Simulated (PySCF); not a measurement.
A GIAO shielding run with PySCF (density fitting, non-relativistic, gas phase) on SMILES FC(F)(F)[C@@H]1CCC[SiH2]1, C$_{5}$H$_{9}$F$_{3}$Si:

```
$ OMP_NUM_THREADS=1 python probes_run.py task.json out

{"job": {"kind": "nmr", "xc": "PBE0", "basis": "pcSseg-1"}, "charge": 0, "multiplicity": 1}
F      2.796808     1.069931    -0.753647
C      2.124846    -0.036607    -0.377038
F      2.415120    -0.213814     0.924988
F      2.712764    -1.060497    -1.028041
C      0.655779     0.034454    -0.644617
C     -0.002717     1.194329     0.109384
C     -1.500824     0.910433     0.163640
C     -1.696624    -0.511663     0.702795
Si    -0.278190    -1.537783    -0.052943
H      0.548466     0.179375    -1.722063
H      0.207112     2.153507    -0.367867
H      0.395387     1.229123     1.126361
H     -1.913167     0.981008    -0.844944
H     -2.010885     1.645444     0.787693
H     -1.620578    -0.501882     1.790830
H     -2.690127    -0.883679     0.462794
H      0.495001    -2.297245     0.925447
H     -0.646927    -2.348115    -1.214428
```

Hardware: 1 thread of an Arm Neoverse N1, shared host. The job also computes population analyses, field gradients, ring-centre shieldings.

(1) How large is the calculation?

(2) How long does it take, and how much memory does it need?

Answers

(1) 80 electrons, 205 basis functions and 1085 auxiliary functions.

(2) 75 s of wall time, with 14 SCF cycles and 4 response iterations; peak memory 0.93 GiB. Times on a shared host scatter by some tens of per cent.
